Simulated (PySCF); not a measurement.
In(F)3, SMILES [F][In]([F])[F], singlet, CAM-B3LYP/def2-SVP optimised geometry.

```
4

In    -0.48     0.00     0.00
F     -1.45     1.67     0.00
F     -1.44    -1.67     0.00
F      1.45     0.00     0.00
```

Density from PySCF with CAM-B3LYP/def2-TZVP, def2 effective core potentials past Kr at that geometry. The core electrons that the potentials of In replace are not part of the density.

Minimum of the electron density along straight lines between bonded atoms, close to the bond critical point (lines longer than 1.1 times the sum of covalent radii, or with two minima, are not listed):

| bond | length / Å | ρ at the minimum / e bohr⁻³ | ∇²ρ there / e bohr⁻⁵ | position (fraction from the first atom) |
|---|---|---|---|---|
| In1–F2 | 1.928 | 0.119 | 0.63 | 0.53 |
| In1–F3 | 1.928 | 0.119 | 0.63 | 0.53 |
| In1–F4 | 1.928 | 0.119 | 0.63 | 0.53 |
